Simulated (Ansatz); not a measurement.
```xyz
12

B    -0.6826   -2.6597   -1.1091
Ga   -0.0351   -0.9939   -0.1141
C     0.8219    0.7260   -0.7205
Si    0.0460    1.9724    0.4714
Al   -0.1782    0.2021    2.1592
H    -0.0011   -3.6397   -1.2138
H    -1.8062   -2.7435   -1.5185
H     1.8852    0.6135   -0.4638
H     0.7540    0.9493   -1.7869
H     0.7332    3.2966    0.5562
H    -1.3505    2.2482   -0.0028
H    -0.1867    0.0287    3.7428
```

Charge 0, multiplicity 1.

List the B3LYP/def2-TZVPP orbital energies in eV (the Gaussian-basis code of Ansatz). (Estimate.)

The calculation gave: Occupied: -10137.33, -1798.37, -1524.61, -1249.14, -1106.38, -1106.30, -1106.27, -276.33, -183.92, -149.11, -142.92, -112.56, -102.56, -102.30, -102.25, -98.23, -98.22, -98.22, -73.30, -73.12, -73.07, -22.36, -22.24, -22.22, -22.11, -22.06, -18.48, -13.76, -13.72, -11.69, -11.07, -10.12, -9.59, -9.31, -8.88, -7.28, -6.93, -5.70. Lowest empty: -2.81, -2.37, -0.98, 0.20, 0.27, 0.59, 0.88, 1.63.

B3LYP here is the variant with VWN-RPA as its local correlation; programs differ in this.
